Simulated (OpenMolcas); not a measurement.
An atom or ion with 32 electrons was computed by MS-CASPT2, IPEA 0.25 Eh, imaginary shift 0.1 Eh with spin-orbit coupling (OpenMolcas, ANO-RCC-VQZP, DKH2). The lowest levels that the run gave, each within 12 % of the measured value where one is at hand:

```csv
J,Parity,E (cm-1),g
0,even,0.0,
1,even,1533,1.501
2,even,3500,1.484
2,even,12380,1.017
0,even,26900,
2,odd,63740,2.001
2,odd,89110,1.172
1,odd,89140,0.507
3,odd,89340,1.334
0,odd,105790,
1,odd,105870,1.494
2,odd,106040,1.495
```

Q: Which ion is it, and what are the configurations and terms?

A: Se²⁺ (Z = 34, charge +2; active space 4 electrons in 4 orbitals (4s 4p)). J, parity and g give the terms where levels are pure, and mixed ones are named by the computed weights; the size of the splittings, set against known spectra of the 32-electron sequence, gives the charge. In order, with the measured energies in cm-1 (Moore, Atomic Energy Levels, vol. II, NSRDS-NBS 35 (1971 reprint of NBS Circular 467, 1952)): 4s2 4p2 3P0, 4s2 4p2 3P1 (1741), 4s2 4p2 3P2 (3937), 4s2 4p2 1D2 (13032), 4s2 4p2 1S0, 4s 4p3 5S* 2, 4s 4p3 3D* 2 (92723), 4s 4p3 3D* 1, 4s 4p3 3D* 3, 4s 4p3 3P* 0 (106482), 4s 4p3 3P* 1, 4s 4p3 3P* 2.

CASPT2 breaks the degeneracy within a term, and the mean is taken; among the terms shown or strongly mixed into the levels shown the widest spread is 650 cm-1 (4s 4p3 3D*). Over all roots computed the reference weight is 0.86 to 0.98; the roots of lowest weight are the least certain, and an intruder state may touch them. Terms of s pⁿ other than that of highest spin mix with s² pⁿ⁻² d, which this space lacks; all of them can be thousands of cm-1 off, and some have no real level of that name. Measured partners are found by configuration, term and J. A level has none where our copy of the source lacks it or the pairing is in doubt (some pairs that miss far off the trend of their configuration count as doubtful), and it then counts in no deviation. Only configurations of the active space appear.

* marks odd parity.
